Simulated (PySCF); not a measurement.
BFH, SMILES F[BH] (connectivity only; charge and spin as stated), charge +1, multiplicity 1.

Geometry: PBE0-D3(BJ)/def2-TZVPD. The spin state was assumed, not searched. The isomer is the one that the SMILES or the coordinates give; other isomers of the formula were not compared.

All values below come from PBE/def2-TZVPD run with PySCF.

Isolated molecule, no solvent.

| Property | Value |
|---|---|
| total energy | -124.87107 hartree |
| point group | C∞v |
| highest occupied level | -20.46 eV |
| lowest empty level | -10.62 eV |
| orbital gap | 9.84 eV |
| dipole moment about the centre of nuclear charge | 3.35 D |
| mean static polarisability | 10.3 bohr³ (1.53 Å³) |
| polarisability, principal values | 9.0, 9.0, 13.0 bohr³ |
